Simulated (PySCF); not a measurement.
Isomers of C4H8F2O2 and their computed core-level spectra.

Method used: PySCF 2.14.0, delta-SCF UKS SCAN, pcX-2 on the ionised atom, pcseg-1 elsewhere, spin-free X2C. Geometries: PBE0-D3(BJ)/def2-SVP; isolated species, one conformer each.

Line lists (1s up to Mg, 2p3/2 beyond; areas count atoms within a level, one atom standing for each set equivalent by bonding):
1. C 1s: 292.48 (area 1), 293.26 (area 1), 293.95 (area 1), 294.73 (area 1) eV; O 1s: 538.83 (area 1), 539.35 (area 1) eV; F 1s: 692.74 (area 1), 692.83 (area 1) eV
2. C 1s: 292.27 (area 1), 292.52 (area 1), 294.65 (area 1), 295.04 (area 1) eV; O 1s: 538.75 (area 1), 539.67 (area 1) eV; F 1s: 692.70 (area 1), 693.00 (area 1) eV
3. C 1s: 291.06 (area 1), 292.48 (area 1), 294.20 (area 1), 297.19 (area 1) eV; O 1s: 538.98 (area 1), 539.49 (area 1) eV; F 1s: 693.61 eV
4. C 1s: 292.63 (area 2), 294.63 (area 2) eV; O 1s: 539.25 eV; F 1s: 692.56 eV
5. C 1s: 292.26 (area 1), 292.65 (area 1), 292.75 (area 1), 296.72 (area 1) eV; O 1s: 538.77 (area 1), 539.63 (area 1) eV; F 1s: 693.10 eV

Structures:
A. `COCC(F)(F)OC`
B. `COC[C@H](F)OCF`
C. `CO[C@@H](F)[C@H](F)OC`
D. `CCOCOC(F)F`
E. `CO[C@H](CF)OCF`

Q: Match each list to its structure.

A: 
- 1 = E: another candidate has the same counts of sites, so positions decide. C 1s: 292.48 methoxy carbon, 293.26 sp3 C–F carbon, 293.95 sp3 carbon bearing two oxygens, 294.73 sp3 C–F carbon; O 1s: 538.83 ether oxygen, 539.35 ether oxygen; F 1s: 692.74 alkyl fluorine, 692.83 alkyl fluorine.
- 2 = B: another candidate has the same counts of sites, so positions decide. C 1s: 292.27 methoxy carbon, 292.52 sp3 carbon bound to oxygen, 294.65 sp3 C–F carbon, 295.04 sp3 C–F carbon; O 1s: 538.75 ether oxygen, 539.67 ether oxygen; F 1s: 692.70 alkyl fluorine, 693.00 alkyl fluorine.
- 3 = D: another candidate has the same counts of sites, so positions decide. C 1s: 291.06 methyl carbon, 292.48 sp3 carbon bound to oxygen, 294.20 sp3 carbon bearing two oxygens, 297.19 CHF2 carbon; O 1s: 538.98 ether oxygen, 539.49 ether oxygen; F 1s: 693.61 fluorine of a CF2 group (×2).
- 4 = C: no other candidate has these counts of sites. C 1s: 292.63 methoxy carbon (×2), 294.63 sp3 C–F carbon (×2); O 1s: 539.25 ether oxygen (×2); F 1s: 692.56 alkyl fluorine (×2).
- 5 = A: another candidate has the same counts of sites, so positions decide. C 1s: 292.26 methoxy carbon, 292.65 sp3 carbon bound to oxygen, 292.75 methoxy carbon, 296.72 CF2 carbon; O 1s: 538.77 ether oxygen, 539.63 ether oxygen; F 1s: 693.10 fluorine of a CF2 group (×2).
